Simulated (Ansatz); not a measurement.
`FCNC[SiH3]` + `[OH][Sn][Cl]` → `[SiH3][O][Sn][Cl]` + `CNCF`  (ligand exchange at the Si–C bond)

Program: Ansatz. Geometries: PBE0-D4/def2-TZVP. ΔE: electronic, gas phase. CBS: MP2 limit from def2 TZ/QZ plus the TZ coupled-cluster correction, frozen cores. Functionals use def2-TZVPP. def2 core potentials past Kr. For Sn outer-core shells are correlated without core-valence functions, which leaves a few kJ/mol of doubt a bond. One conformer a species, not always the lowest.

| level | ΔE (kcal/mol) | difference from CCSD(T)/CBS |
| --- | --- | --- |
| r2SCANh-D4 | -29.8 | 0.5 |
| ωB97M-V | -29.8 | 0.5 |
| BLYP | -29.1 | 1.2 |
| PBE0 | -27.9 | 2.4 |
| BHLYP | -32.6 | -2.3 |
| LC-ωPBE | -28.7 | 1.6 |
| CCSD/def2-SVP | -31.8 | -1.5 |
| CCSD/def2-TZVPP | -31.2 | -0.9 |
| CCSD(T)/def2-TZVPP | -30.5 | -0.2 |
| CCSD/CBS(def2) | -31.0 | -0.7 |
| CCSD(T)/CBS | -30.3 | 0 |

Largest T1 diagnostic among the species: 0.017.

From PBE to PBE0 (25 % exact exchange), in def2-TZVPP and without D4, ΔE moves by −1.7 kcal/mol. Leaving LDA and LC-ωPBE aside and taking each functional with its dispersion term where it has one, the values, not all of them listed here, spread over 7.3 kcal/mol, from BHLYP-D4 to revPBE-D4.
